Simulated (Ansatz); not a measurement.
HOZn, charge +2, quartet, at a GFN2-xTB geometry of the parent state (such geometries of metal compounds can be far from the true shape) (a state made from the parent by changing its charge; the spin is typed, not shown lowest); PBE/6-31G (Ansatz, a quantum-chemistry and plane-wave program).

Here is a job for Ansatz.
Ansatz 0.2 input:
```yaml
crystal:
  periodic: [false, false, false]
  atoms:
    - {symbol: Zn, position_ang: [-0.27093353, -0.14930649, -0.25641287]}
    - {symbol: O, position_ang: [0.88638751, 0.38915537, 0.84414032]}
    - {symbol: H, position_ang: [1.03690579, 1.36595177, 0.93926352]}
basis:
  gaussian:
    orbitals: 6-31G
hamiltonian:
  xc: pbe
total_charge: 2
magnetization: {spin_polarized: true, initial_magnetization: 3}
```

It wrote (shortened):

```
Functional definition: PBE
398 factors; integrals over basis functions are off by at most 5.0e-4 eV
mean field evaluation 1: about -50304.6305 eV, gradient 1.6e2 eV
mean field evaluation 2: about -49954.4415 eV, gradient 2.3e2 eV
mean field evaluation 4: about -50422.4173 eV, gradient 4.3e1 eV
mean field evaluation 8: about -50429.5969 eV, gradient 1.9e1 eV
mean field evaluation 16: about -50426.3761 eV, gradient 2.9e1 eV
mean field -50431.19710491 eV, -1853.3123101122 hartree, gradient 1.1e-5 eV, S^2 3.753084; 1 other end points of the search recorded, 0 dependent functions left out
reference -50431.19715028 eV, -1853.3123117796 hartree; 20, 17 occupied and 20, 23 virtual orbitals, 398 factors
Total energy: -50431.19715028 eV, -1853.3123117796 hartree
```
